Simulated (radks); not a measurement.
Sr+, 37 electrons, occupied as [Kr] 5s1. Method: scalar-relativistic Kohn-Sham, PBEsol, spin-polarised, spherical densities, finite nucleus; open shells are filled with parallel spins first (spin-orbit coupling, left out, can overturn this in heavy ions); Fermi nuclear charge, rms radius 4.224 fm; hard spherical wall at 5 bohr; computed with a radial shooting solver on a logarithmic mesh with Libxc functionals.

Unscreened Slater integrals over Kohn-Sham orbitals (hartree). They are taken over the spin-up orbitals. Empty in this configuration: 4d.

| integral | value |
|---|---|
| F0(5s,5s) | 0.30649 |
| F0(5s,4p) | 0.36394 |
| G1(5s,4p) | 0.042034 |
| F0(5s,4s) | 0.37254 |
| G0(5s,4s) | 0.025629 |
| F0(5s,3d) | 0.40898 |
| G2(5s,3d) | 0.013776 |
| F0(5s,4d) | 0.33377 |
| G2(5s,4d) | 0.11012 |
| F0(4p,4p) | 0.57339 |
| F2(4p,4p) | 0.29965 |
| F0(4p,4s) | 0.61253 |
| G1(4p,4s) | 0.40965 |
| F0(4p,3d) | 0.74815 |
| F2(4p,3d) | 0.16018 |
| G1(4p,3d) | 0.051880 |
| G3(4p,3d) | 0.048973 |
| F0(4p,4d) | 0.45087 |
| F2(4p,4d) | 0.20882 |
| G1(4p,4d) | 0.24838 |
| G3(4p,4d) | 0.14931 |
| F0(4s,4s) | 0.66190 |
| F0(4s,3d) | 0.84583 |
| G2(4s,3d) | 0.069746 |
| F0(4s,4d) | 0.46738 |
| G2(4s,4d) | 0.16036 |
| F0(3d,3d) | 1.8336 |
| F2(3d,3d) | 0.88987 |
| F4(3d,3d) | 0.56242 |
| F0(3d,4d) | 0.51793 |
| F2(3d,4d) | 0.070428 |
| F4(3d,4d) | 0.027603 |
| G0(3d,4d) | 0.022134 |
| G2(3d,4d) | 0.023539 |
| G4(3d,4d) | 0.017357 |
| F0(4d,4d) | 0.38879 |
| F2(4d,4d) | 0.20181 |
| F4(4d,4d) | 0.13233 |
